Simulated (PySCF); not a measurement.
C3H7ClSi, SMILES Cl[SiH2]C1CC1.

The structure is a stationary point at PBE0-D3(BJ)/def2-SVP. This is a generated structure with no PubChem entry under its InChIKey; it may be hypothetical. One conformer was computed; it need not be the lowest.

The numbers are results of PBE0-D3(BJ)/def2-SVP (PySCF), not measurements.

Frequencies are harmonic and unscaled.

```
mode  ν (cm⁻¹)  IR (km/mol)  moving atoms (share of kinetic energy)
----  --------  -----------  --------------------------------------
1           57          0.4        C 39 %, H 22 %, Cl 21 %, Si 17 %
2          120          1.1        C 34 %, H 26 %, Cl 23 %, Si 17 %
3          228          0.7                 C 45 %, H 37 %, Si 16 %
4          288          3.2                 C 55 %, H 23 %, Cl 17 %
5          544         55.9                Si 45 %, Cl 34 %, H 15 %
6          576         39.6                 H 53 %, Si 31 %, Cl 8 %
7          670         24.8                 H 50 %, C 27 %, Si 22 %
8          720          7.0                                  H 89 %
9          797          7.8                                  H 93 %
10         824         16.6                                  H 92 %
11         875        223.6                  H 77 %, C 14 %, Si 9 %
12         928         50.7                          C 71 %, H 27 %
13         947         80.3                          H 87 %, C 10 %
14         960         72.5                          C 59 %, H 38 %
15        1037         13.6                          H 77 %, C 21 %
16        1065          5.9                          H 71 %, C 29 %
17        1081          2.9                          H 71 %, C 29 %
18        1118          2.7                           H 91 %, C 9 %
19        1179          0.3                          H 70 %, C 30 %
20        1225          0.8                          H 58 %, C 42 %
21        1323         23.5                          C 53 %, H 46 %
22        1441          5.0                                  H 92 %
23        1495          1.4                          H 66 %, C 34 %
24        2238         85.1                                  H 97 %
25        2251        122.3                                  H 96 %
26        3143          9.1                                  H 95 %
27        3148          6.6                                  H 94 %
28        3172          0.3                           H 92 %, C 8 %
29        3237          0.1                          H 89 %, C 11 %
30        3247          4.2                          H 89 %, C 11 %
```
